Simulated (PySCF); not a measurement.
Ionising PbS

RHF-MP2; basis Pb def2-SVPD with ECP60, S def2-SVPD; scalar-relativistic core potentials; PySCF 2.14. Neutral (RHF): singlet (closed shell), Re = 2.341 Å, ωe = 426 cm⁻¹, De = 4.35 eV.

PbS⁺ (UHF): doublet (π ↑), Re = 2.503 Å, ωe = 348 cm⁻¹. The energies at the minima are -589.51185 hartree for PbS and -589.18897 for PbS⁺.

Problem. Work out the adiabatic ionisation energy, without and with harmonic zero-point energies (1 hartree = 27.2114 eV, 1 eV = 8065.5 cm⁻¹), and the change of the bond length.

Solution. At MP2: 0.32288 hartree = 8.786 eV between the minima; the zero-point term (348.0 − 426.0)/2 cm⁻¹ = -0.005 eV makes it 8.781 eV. Re changes by +16.2 pm against the neutral. The electron leaves a π orbital, and the longer bond of the ion fits a bonding orbital, or a change in how ionic the bond is.

Correlated steps freeze 9 core orbitals. Correlated levels converge slowly with the basis: in double zeta they bind strong bonds too weakly, by up to about 1 eV, and carry superposition errors of some tenths. Spin–orbit coupling is left out, which matters for elements this heavy, above all for dissociation energies. Where the molecule has an RHF reference, its open-shell atoms are computed with UHF. States were picked by a PBE0 search and need not be the measured ground states.

Neutral and ion stand on different kinds of reference determinant, which adds to the error of the difference.
